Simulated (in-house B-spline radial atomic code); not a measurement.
Values are calculated unless marked as measured or tabulated.
## In ion on N atom: potential, deflection and energy transfer

The pair potential comes from two frozen, spherical free-atom densities (PBE, B-spline radial code, scalar-relativistic past argon): electrostatics plus the change in Thomas-Fermi kinetic and Dirac exchange energy where they overlap, the recipe behind the universal ZBL potential, which averages such potentials (from solid-state densities) over many pairs. It is written V = (Z1 Z2 e²/r) φ(r/a), with e² = 14.3996 eV·Å and a = 0.46850 Å/(Z1^0.23 + Z2^0.23); ZBL's fit is φ = 0.18175 e^(−3.1998x) + 0.50986 e^(−0.94229x) + 0.28022 e^(−0.4029x) + 0.02817 e^(−0.20162x). Where φ falls below 4e-4 it is continued as an exponential.

Masses 114.82 and 14.01 u.

```
x = r/a  φ, this pair    φ, ZBL
    0.1        0.8843    0.8928
   0.25        0.7603    0.7647
    0.5        0.6098    0.6096
      1        0.4206    0.4164
    1.5        0.3042    0.2995
      2        0.2285    0.2218
      3        0.1376    0.1292
      4       0.08776   0.08026
      5         0.057   0.05224
    6.5       0.03138   0.02914
      8       0.01867   0.01705
     10      0.009824  0.008778
     12      0.005191   0.00474
   14.5      0.002348  0.002328
     17      0.001082  0.001212
```

Question: At x = 0.5 the electrostatic, kinetic and exchange parts are 43756.73, 8078.63 and -252.18 eV. Find r, V and φ.

Answer: a = 0.46850/(2.4476 + 1.5645) = 0.11677 Å, so r = 0.05839 Å. V = 43756.73 + 8078.63 + (-252.18) = 51583.18 eV. The bare repulsion is 49 × 7 × 14.3996/0.05839 = 84594 eV, so φ = 0.6098, +0.0 % against ZBL's 0.6096. The kinetic (Pauli) term is 16 % of V here.

Question: The ion comes in at 38.89 keV with impact parameter 0.5839 Å. The scattering integral gives a centre-of-mass angle of 11.69° and a closest approach of 5.262 a. What are the reduced energy, the energy passed on and the laboratory angles?

Answer: ε = E a M2/(Z1 Z2 e² (M1 + M2)) = 38890 × 2.5711e-06 = 0.1. The most that one collision can pass on is γE with γ = 4 M1 M2/(M1 + M2)² = 0.3877. Here T = γE sin²(θ/2) = 0.3877 × 38890 × 0.01037 = 156.3 eV. The ion turns by arctan(sin θ/(cos θ + M1/M2)) = 1.3°, and the struck atom leaves at (180° − θ)/2 = 84.2°. The closest approach is 0.614 Å. With ZBL the angle would be 10.78° and T = 133.1 eV.
